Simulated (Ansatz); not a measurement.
Frontier orbitals of C4H11BN2 (`CC1=[N+](C)[BH2-]N1C`).

Cartesian coordinates in Å:
```
C -0.347 1.736 0.485
C -0.075 0.327 0.110
N -0.716 -0.430 -0.764
C -1.596 -0.032 -1.813
B 0.311 -1.595 -0.453
N 0.874 -0.489 0.533
C 1.691 -0.421 1.699
H -0.024 2.409 -0.314
H 0.185 2.009 1.396
H -1.416 1.891 0.643
H -1.062 0.145 -2.755
H -2.336 -0.814 -1.994
H -2.134 0.884 -1.550
H -0.170 -2.552 0.107
H 1.049 -1.851 -1.377
H 1.289 -1.038 2.512
H 1.782 0.606 2.062
H 2.696 -0.785 1.471
```

Charge 0, multiplicity 1. The structure was optimised at the PBE0-D4/def2-TZVP level. Basis def2-TZVPP, Ansatz.

Orbital energies of one run (eV). Highest occupied ones, from the top: -5.06, -6.13, -7.03, -8.07, -8.59, -9.79, -9.97, -10.05, -10.39, -10.48, -10.78, -11.61, -12.30, -12.73. Empty: -0.65, 0.06, 0.83, 1.31, 1.39, 1.71.

(1) Which functional gave them?
A. B3LYP
B. CAM-B3LYP
C. PBE0
D. PBE

Answers

(1) D. HOMO energies: PBE -5.06, B3LYP -6.05, PBE0 -6.26, CAM-B3LYP -7.58 eV.

B3LYP here is the variant with VWN-RPA as its local correlation; programs differ in this.
